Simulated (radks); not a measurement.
Problem. Species: Li I. Configuration: [He] 2p1 (not the ground configuration). Method: Dirac Kohn-Sham, PBEsol, spin-unpolarised, spherical densities, finite nucleus; open shells fill j = l - 1/2 first; Fermi nuclear charge, rms radius 2.444 fm; computed with a radial shooting solver on a logarithmic mesh with Libxc functionals. Some entries of the table are withheld. Estimate them.

orbital  occ.  eigenvalue (hartree)  <1/r> (bohr^-1)
1s1/2       2                   (1)              (2)
2p1/2       1                   (3)              (4)
2p3/2       0                   (5)              (6)

Solution. 
(1) 1s1/2 eigenvalue (hartree): -1.94491
(2) 1s1/2 <1/r> (bohr^-1): 2.666
(3) 2p1/2 eigenvalue (hartree): -0.05652
(4) 2p1/2 <1/r> (bohr^-1): 0.2606
(5) 2p3/2 eigenvalue (hartree): -0.05651
(6) 2p3/2 <1/r> (bohr^-1): 0.2606
